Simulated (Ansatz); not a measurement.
H3BeGeI, singlet, geometry from GFN2-xTB (such geometries of metal compounds can be far from the true shape) (all electrons, no relativity), with bond 2-1 at 1.4 times its length; SC-NEVPT2/STO-3G, CASSCF(6,5) in Ansatz (a program for electronic structure).

The Ansatz input:
Ansatz 0.2 input:
```yaml
crystal:
  periodic: [false, false, false]
  atoms:
    - {symbol: Be, position_ang: [-0.28313345, -0.07280738, 0.31650443]}
    - {symbol: I, position_ang: [1.83177164, 0.63069917, -1.80318579]}
    - {symbol: Ge, position_ang: [-1.78310980, -0.62546601, 1.73762516]}
    - {symbol: H, position_ang: [-2.00890369, -2.08963270, 1.96792379]}
    - {symbol: H, position_ang: [-1.66032253, -0.17387561, 3.16093393]}
    - {symbol: H, position_ang: [-3.19691715, -0.20430674, 1.47180037]}
basis:
  gaussian:
    orbitals: STO-3G
magnetization: {spin_polarized: false}
correlation: {method: sc_nevpt2, electrons: all, active_space: {window: {electrons: 6, orbitals: 5}}}
```

Problem. What does Ansatz print? Leave out banner, timings and long lists.

Solution. 
```
Functional definition: HF
563 factors; integrals over basis functions are off by at most 3.5e-4 eV
mean field evaluation 1: about -242684.6836 eV, gradient 1.6e1 eV
mean field evaluation 2: about -242684.6865 eV, gradient 1.6e1 eV
mean field evaluation 4: about -242687.8820 eV, gradient 2.1e0 eV
mean field evaluation 8: about -242687.9379 eV, gradient 2.6e-2 eV
mean field -242687.93787957 eV, -8918.6172172816 hartree, gradient 1.5e-6 eV, S^2 0.000000; 0 other end points of the search recorded, 0 dependent functions left out; unrestricted orbitals would lower it
reference -242687.93787957 eV, -8918.6172172816 hartree; 46, 46 occupied and 7, 7 virtual orbitals, 563 factors
state -242689.07111975 eV, -8918.6588630903 hartree
state -242689.07111975 eV, -8918.6588630903 hartree; corrected -242690.17868590 eV, -8918.6995653955 hartree
state -242688.82427720 eV, -8918.6497917938 hartree
state -242688.82427720 eV, -8918.6497917938 hartree; corrected -242690.14769255 eV, -8918.6984264107 hartree
state -242689.07111975 eV, -8918.6588630903 hartree; corrected -242690.17868590 eV, -8918.6995653955 hartree
2 active orbitals were swapped for others, from the solution at -242688.82413667 eV, -8918.6497866293 hartree to that at -242689.07097543 eV, -8918.6588577863 hartree; typed "places" are swapped only where nearly empty or full, and so, without "given_window_search", are "orbital_numbers", "shells" and a window whose orbitals a file names under [Active]
Total energy: -242690.17868590 eV, -8918.6995653955 hartree
```
